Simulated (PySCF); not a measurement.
**B²⁺ (boron, charge +2): UHF calculation**

Configuration: [He] 2s1, 2S determinant. Computed with PySCF 2.14 in aug-cc-pVDZ-DK (4s3p2d, 23 functions), with the spin-free X2C one-electron Hamiltonian (Gaussian nucleus).

```
Total energy                        : -23.378286 hartree
One-electron energy                 : -27.7129 hartree
Hartree (Coulomb) energy            : 7.5535 hartree
Exchange energy                     : -3.2189 hartree
⟨S²⟩                                : 0.7500
⟨L²⟩                                : 0.000
Sum of ⟨r⟩                          : 2.312 bohr
Sum of ⟨r²⟩                         : 3.496 bohr²
Langevin diamagnetic susceptibility : -2.77 ×10⁻⁶ cm³/mol
Time after the integrals            : 0.04 s of wall time on 1 thread of Neoverse-V1 (shared host)
```

```json
{"shell": "1s α", "electrons": "1", "mean orbital energy (hartree)": "-8.85394", "rms radius, mean of both spins (bohr)": "0.377"}
{"shell": "1s β", "electrons": "1", "mean orbital energy (hartree)": "-8.80304", "rms radius, mean of both spins (bohr)": "0.377"}
{"shell": "2s α", "electrons": "1", "mean orbital energy (hartree)": "-1.38669", "rms radius, mean of both spins (bohr)": "1.79"}
```
